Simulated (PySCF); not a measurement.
Electronic structure of Rb (rubidium, neutral) at the r2SCAN level

Configuration: [Kr] 4d1, 2D determinant (an excited configuration). All numbers are calculated (PySCF 2.14, the spin-free X2C one-electron Hamiltonian (Gaussian nucleus), in aug-cc-pVDZ-X2C (7s6p4d, 45 functions)).

* Total energy: -2980.91 hartree
* One-electron energy: -4130.30 hartree
* Hartree (Coulomb) energy: 1250.97 hartree
* Exchange-correlation energy: -101.58 hartree
* ⟨S²⟩: 0.7500
* ⟨L²⟩: 6.000
* Sum of ⟨r⟩: 31.39 bohr
* Sum of ⟨r²⟩: 97.99 bohr²
* Traceless quadrupole moment −½Σ⟨3z² − r²⟩ along its main axis: 19.0 e·bohr²
* Langevin diamagnetic susceptibility: -77.6 ×10⁻⁶ cm³/mol

```tsv
shell	electrons	mean orbital energy (eV)	spread (eV)	rms radius, mean of both spins (bohr)
1s β	1	-15053.0	0	0.0464
1s α	1	-15053.0	0	0.0464
2s α	1	-2022.4	0	0.193
2s β	1	-2022.4	0	0.193
2p α	3	-1791.0	0.004	0.171
2p β	3	-1791.0	0.007	0.171
3s α	1	-305.83	0	0.545
3s β	1	-305.83	0	0.545
3p α	3	-230.69	0.022	0.559
3p β	3	-230.69	0.025	0.559
3d α	5	-106.84	0.024	0.578
3d β	5	-106.84	0.029	0.578
4s α	1	-34.294	0	1.57
4s β	1	-34.263	0	1.57
4p α	3	-17.816	0.085	1.85
4p β	3	-17.762	0.139	1.85
4d α	1	-0.863	0	8.15
```

Densities and radii are taken from the X2C orbitals without a picture-change correction, which distorts them close to the nucleus.
